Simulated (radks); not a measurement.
The numbers below are computed, except where a source is named.
Effect of the nuclear size on the phosphorus ion P+, [Ne] 3s2 3p2. Code: a radial shooting solver on a logarithmic mesh with Libxc functionals. Model: Dirac Kohn-Sham, PBE, spin-unpolarised, spherical densities, finite nucleus; open shells fill j = l - 1/2 first; Fermi nuclear charge, rms radius 3.1889 fm. The rms radius is varied about that value; shifts are against it.

[
 {"rms radius (fm)": "2.583", "total energy shift (eV)": "-0.00255", "density at nucleus (e/bohr^3)": "2397", "1s1/2 shift (meV)": "-1.06", "2s1/2 shift (meV)": "-0.071"},
 {"rms radius (fm)": "2.9912", "total energy shift (eV)": "-0.000889", "density at nucleus (e/bohr^3)": "2392", "1s1/2 shift (meV)": "-0.371", "2s1/2 shift (meV)": "-0.025"},
 {"rms radius (fm)": "3.1889", "total energy shift (eV)": "0", "density at nucleus (e/bohr^3)": "2390", "1s1/2 shift (meV)": "0.000", "2s1/2 shift (meV)": "0.000"},
 {"rms radius (fm)": "3.3675", "total energy shift (eV)": "0.000851", "density at nucleus (e/bohr^3)": "2388", "1s1/2 shift (meV)": "0.355", "2s1/2 shift (meV)": "0.024"},
 {"rms radius (fm)": "3.8649", "total energy shift (eV)": "0.00346", "density at nucleus (e/bohr^3)": "2383", "1s1/2 shift (meV)": "1.45", "2s1/2 shift (meV)": "0.097"}
]

Slopes of the eigenvalues against <r^2> in GHz/fm^2, as finite differences over the two radii next to the reference (eigenvalue slopes, not the field-shift constants of lines): 1s1/2 73.4, 2s1/2 4.92.
